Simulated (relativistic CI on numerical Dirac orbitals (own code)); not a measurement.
# Electric-dipole transitions in P⁺

These numbers are calculated, not measured: Dirac-Coulomb-Breit CI, orbitals from a KLI potential per configuration, a model potential for QED, valence Slater integrals scaled by 0.85, P86 correlation energy added to each configuration (own radial code, finite nucleus).

CI space (outside the closed core [Ne]): 3s²3p², 3s3p³, 3s²3p4s, 3s²3p4p, 3s²3p5s, 3s²3p4d, 3s²3p3d, 3p⁴, 3s²3d², 3s3p²3d, 3s²4s², 3s²3p5p, 3s²3d4s, 3s²3p4f, 3s²4s4p, 3s²3p5d. Levels of other configurations are missing.

| λ vac (nm) | Lower | Upper | A (s⁻¹) | log gf | S velocity/length |
| --- | --- | --- | --- | --- | --- |
| 460.31 | 3s²3p4p ³D2 [24] | 3s²3p4d ³F°3 [47] | 1.83e+08 | 0.61 | 0.80 |
| 460.92 | 3s²3p4p ³D1 [23] | 3s²3p4d ³F°2 [46] | 1.64e+08 | 0.42 | 0.80 |
| 461.86 | 3s²3p4p ³D3 [25] | 3s²3p4d ³F°4 [48] | 2.03e+08 | 0.77 | 0.80 |
| 547.64 | 3s²3p4s ³P°2 [16] | 3s²3p4p ³S1 [32] | 9.49e+07 | 0.11 | 0.72 |
| 548.05 | 3s²3p4s ³P°1 [15] | 3s²3p4p ³P1 [30] | 5.67e+07 | -0.12 | 0.69 |
| 550.45 | 3s²3p4s ³P°2 [16] | 3s²3p4p ³P2 [31] | 8.64e+07 | 0.29 | 0.65 |
| 620.44 | 3s²3p4s ³P°1 [15] | 3s²3p4p ³D2 [24] | 5.48e+07 | 0.20 | 0.70 |
| 620.70 | 3s²3p4s ³P°0 [14] | 3s²3p4p ³D1 [23] | 4.02e+07 | -0.16 | 0.70 |
| 622.62 | 3s²3p4s ³P°2 [16] | 3s²3p4p ³D3 [25] | 6.77e+07 | 0.44 | 0.70 |
| 782.52 | 3s²3p4s ¹P°1 [20] | 3s²3p4p ¹P1 [22] | 4.06e+07 | 0.05 | 0.92 |

Terms are leading LS components. Brackets give the number of a level in order of energy, since labels repeat. The list gives strong lines, with weight on those to low levels, among the lowest 111 of 170 levels, so that lines to higher ones, which can be the strongest, are missing, and without lines across small gaps between configurations, and without 186 lines that miss the measured interval by over 3.5 %, start from a term whose rates miss tabulated ones by over 60 %, have gauges far apart or, lacking measured levels, span too small a gap for the errors found; lines with a level outside our table were not tested and can miss by more. Levels whose partners in the same complex of configurations lie outside the list can be far off, and so can their lines. Rates are taken at the computed energies, electric ones in the length gauge. A velocity-to-length ratio far from 1 marks an uncertain rate.

For a near-neutral ion this model can misplace configurations by up to about 10,000 cm⁻¹ (more where the count of f electrons changes) and terms by 10 to 25 % of their spread. Rates follow the energies as ν³ (E1, M1) or ν⁵ (E2), so they and the lifetimes can be off by large factors. The fine structure of a lone outer electron comes out too small, for d and f at times inverted, and misplaced configurations move strength between like terms. 32 of the 35 excited levels that our extract of the measured tables holds in this range could be paired (the sources list more); they are missed by 6440 cm⁻¹ on average and 8820 at most, and levels without a partner can miss by more.
